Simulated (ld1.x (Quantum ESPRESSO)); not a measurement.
Building the PAW potential for zinc (Zn) (Wu–Cohen, scalar-relativistic).

Input for ld1.x (Quantum ESPRESSO) 7.5:

```
&input
   title='Zn', zed=30., rel=1, dft='WC', iswitch=3,
   config='[Ar] 3d10 4s2 4p0',
   nld=3, rlderiv=2.50, eminld=-3.0, emaxld=5.0, deld=0.02
 /
 &inputp
   pseudotype=3, lpaw=.true., tm=.true., lloc=-1, rcloc=2.20,
   nlcc=.false.,
   which_augfun='PSQ', rmatch_augfun_nc=.true.,
   file_pseudopw='Zn.UPF', file_wfcaegen='ae.wfc', file_wfcncgen='nc.wfc', file_beta='beta', file_chi='chi', file_wfcusgen='us.wfc'
 /
6
4S  1  0   2.00   0.00  1.45  1.85  0.0
4S  1  0   0.00   0.15  1.45  1.85  0.0
4P  2  1   0.00   0.00  1.70  2.30  0.0
4P  2  1   0.00   4.15  1.70  2.30  0.0
3D  3  2  10.00   0.00  0.95  1.30  0.0
3D  3  2   0.00  -0.30  0.95  1.30  0.0
 &test
   configts(1)='3d10 4s2 4p0'
 /
```

Command:

```bash
ld1.x < Zn.in > Zn.out
```

The program printed (shortened: banner, matrices, multipoles, cross overlaps and the repeated all-electron block are left out):

```
Program LD1 v.7.5
     --------------------------- All-electron run ----------------------------

     Zn
     scalar relativistic calculation

     atomic number is 30.00
     dft =WC   lsd =0 sic =0 latt =0  beta=0.20 tr2=1.0E-14
     Exchange-correlation= WC
                           (   1   4  11   4   0   0   0)
     mesh =1201 r(mesh) =  99.36527 a.u. xmin = -7.00 dx = 0.01250
     1 Ry =  13.60569312 eV, c = 137.03599908

     n l     nl                  e(Ry)          e(Ha)          e(eV)
     1 0     1S 1( 2.00)      -699.9492      -349.9746     -9523.2945
     2 0     2S 1( 2.00)       -85.1032       -42.5516     -1157.8878
     2 1     2P 1( 6.00)       -73.8004       -36.9002     -1004.1052
     3 0     3S 1( 2.00)        -9.4816        -4.7408      -129.0034
     3 1     3P 1( 6.00)        -6.1240        -3.0620       -83.3219
     3 2     3D 1(10.00)        -0.7479        -0.3740       -10.1758
     4 0     4S 1( 2.00)        -0.4423        -0.2211        -6.0176
     4 1     4P 1( 0.00)        -0.0779        -0.0390        -1.0605

     final scf error:  7.6E-15 reached in  24 iterations

     Etot =   -3591.120729 Ry,   -1795.560365 Ha,  -48859.686611 eV

     Ekin =    3648.256757 Ry,    1824.128378 Ha,   49637.061868 eV
     Encl =   -8654.927439 Ry,   -4327.463720 Ha, -117756.286743 eV
     Eh   =    1557.644145 Ry,     778.822072 Ha,   21192.828230 eV
     Exc  =    -142.094192 Ry,     -71.047096 Ha,   -1933.289964 eV

     normalization and overlap integrals

     s(1S/1S) =  1.000000  <r> =   0.0503  <r2> =    0.0034  r(max) =   0.0329
     s(2S/2S) =  1.000000  <r> =   0.2263  <r2> =    0.0604  r(max) =   0.1894
     s(2P/2P) =  1.000000  <r> =   0.1983  <r2> =    0.0482  r(max) =   0.1513
     s(3S/3S) =  1.000000  <r> =   0.6813  <r2> =    0.5367  r(max) =   0.5908
     s(3P/3P) =  1.000000  <r> =   0.7134  <r2> =    0.6019  r(max) =   0.5908
     s(3D/3D) =  1.000000  <r> =   0.9121  <r2> =    1.1336  r(max) =   0.5620
     s(4S/4S) =  1.000000  <r> =   2.6311  <r2> =    8.1323  r(max) =   2.0882
     s(4P/4P) =  1.000000  <r> =   4.3098  <r2> =   23.0874  r(max) =   3.0006

     ------------------------ End of All-electron run ------------------------

     --------------------- Generating PAW atomic setup --------------------

      Generating local potential from pseudized AE potential:
      Matching radius rcloc =   2.2000

      Local pseudo, rcloc= 2.223 Estimated cut-off energy=     4.92 Ry

      Computing core charge for PAW:

       r > 0.33 : true rho core
       r < 0.33 : rho core = a sin(br)/r    a=  58.18  b=   7.23

      Integrated core pseudo-charge :  11.01
      Wfc-us  4S rcutus= 1.866  Estimated cut-off energy=    12.34 Ry
      Wfc-us  4S rcutus= 1.866  Estimated cut-off energy=    13.15 Ry
      Wfc-us  4P rcutus= 2.279  Estimated cut-off energy=    13.91 Ry
      Wfc-us  4P rcutus= 2.279  Estimated cut-off energy=    26.84 Ry
      Wfc-us  3D rcutus= 1.315  Estimated cut-off energy=    67.35 Ry
      Wfc-us  3D rcutus= 1.315  Estimated cut-off energy=    71.84 Ry

     Required augmentation: PSQ   radius:    2.300000

     Q pseudized with Bessel functions
     Expected ecutrho=     444.3530 due to l1=  2   l2=  2

     Estimated PAW energy = -242.838689 Ryd

     ------------------- End of pseudopotential generation -------------------

     Computing logarithmic derivative in   2.50321
     Computing logarithmic derivative in   2.50321
     Computing the partial wave expansion
     R is outside the sphere for l=    0 j= 0.00
     R is outside the sphere for l=    0 j= 0.00
     R is outside the sphere for l=    1 j= 0.00
     R is outside the sphere for l=    1 j= 0.00
     R is outside the sphere for l=    2 j= 0.00
     R is outside the sphere for l=    2 j= 0.00

     ---------------------- Testing the pseudopotential ----------------------

     Zn
     scalar relativistic calculation

     atomic number is 30.00   valence charge is 12.00
     dft = SLA  PW   WCX  PBC   lsd =0 sic =0 latt =0  beta=0.20 tr2=1.0E-14
     mesh =1201 r(mesh) =  99.36527 xmin = -7.00 dx = 0.01250

     n l     nl             e AE (Ry)        e PS (Ry)    De AE-PS (Ry)
     3 2     3D   1(10.00)       -0.74791       -0.74777       -0.00013
     1 0     4S   1( 2.00)       -0.44229       -0.44224       -0.00004
     2 1     4P   1( 0.00)       -0.07794       -0.07792       -0.00002

     eps = 3.4E-15  iter =  6

     Etot =   -3591.120729 Ry,   -1795.560365 Ha,  -48859.686611 eV
     Etotps =  -242.838598 Ry,    -121.419299 Ha,   -3303.987440 eV

     Ekin =     226.683300 Ry,     113.341650 Ha,    3084.183414 eV
     Encl =    -450.449755 Ry,    -225.224878 Ha,   -6128.681140 eV
     Ehrt =     123.022373 Ry,      61.511186 Ha,    1673.804651 eV
     Ecxc =    -142.094515 Ry,     -71.047257 Ha,   -1933.294365 eV

     ---------------------- End of pseudopotential test ----------------------
```

Generation and configuration tests took about 1.9 s on one core of a shared server CPU.
